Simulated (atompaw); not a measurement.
# Logarithmic derivatives: hydrogen (H), PAW (atompaw)

```json
{"Element": "H", "Generator": "atompaw 4.2.0.5", "Type": "PAW", "Functional": "PBE", "Relativity": "scalar-relativistic", "Frozen core": "none", "Valence charge": "1", "Reference configuration": "1s1", "Partial waves": "1s (bound): rc 1.50 bohr; 1s channel at 0.5 Ry: rc 1.50 bohr; 2p channel at 0.35 Ry: rc 1.50 bohr", "Local potential": "troulliermartins scheme with l = 2 at 1 Ry, radius 1.10 bohr", "Core correction": "none", "Augmentation charge": "sinc compensation charge, radius 1.40 bohr; PAW radius 1.50 bohr; waves and projectors: custom rrkj gramschmidtortho"}
```

The phase is arctan(r·u′/u) with u = r·R(r), unwrapped; energies in Ry, scanned from -2 to 5 Ry. A pole is an energy at which the radial function vanishes at the test radius. The pseudo phase is shifted by a multiple of π to meet the all-electron one at the reference energy, and phase errors are pseudo minus all-electron; the curves can meet again beyond the range given. Levels narrower than the energy grid can be missing from the lists of poles.

| channel | radius (bohr) | reference energy (Ry) | poles, all-electron | poles, pseudo | unbroken range about the reference energy with phases within 0.05 rad | phase error 1 Ry above the reference energy (rad) |
| --- | --- | --- | --- | --- | --- | --- |
| s | 1.50 | -0.48 | 1.42 | 1.42 | the whole range | -0.000 |
| p | 1.50 | 0.35 | none | none | the whole range | +0.003 |

Phases in the s channel:

| E (Ry) | all-electron | pseudo |
| --- | --- | --- |
| -2.00 | 0.939 | 0.939 |
| -1.76 | 0.864 | 0.864 |
| -1.52 | 0.761 | 0.761 |
| -1.28 | 0.617 | 0.617 |
| -1.04 | 0.408 | 0.408 |
| -0.80 | 0.110 | 0.110 |
| -0.56 | -0.265 | -0.265 |
| -0.32 | -0.635 | -0.635 |
| -0.08 | -0.925 | -0.925 |
| 0.16 | -1.128 | -1.128 |
| 0.40 | -1.270 | -1.270 |
| 0.64 | -1.372 | -1.372 |
| 0.88 | -1.449 | -1.449 |
| 1.12 | -1.510 | -1.510 |
| 1.36 | -1.559 | -1.559 |
| 1.60 | -1.601 | -1.601 |
| 1.84 | -1.638 | -1.638 |
| 2.08 | -1.672 | -1.672 |
| 2.32 | -1.703 | -1.703 |
| 2.56 | -1.733 | -1.733 |
| 2.80 | -1.762 | -1.762 |
| 3.04 | -1.791 | -1.792 |
| 3.28 | -1.821 | -1.822 |
| 3.52 | -1.853 | -1.855 |
| 3.76 | -1.887 | -1.889 |
| 4.00 | -1.925 | -1.928 |
| 4.24 | -1.967 | -1.972 |
| 4.48 | -2.015 | -2.024 |
| 4.72 | -2.071 | -2.085 |
| 4.96 | -2.139 | -2.160 |
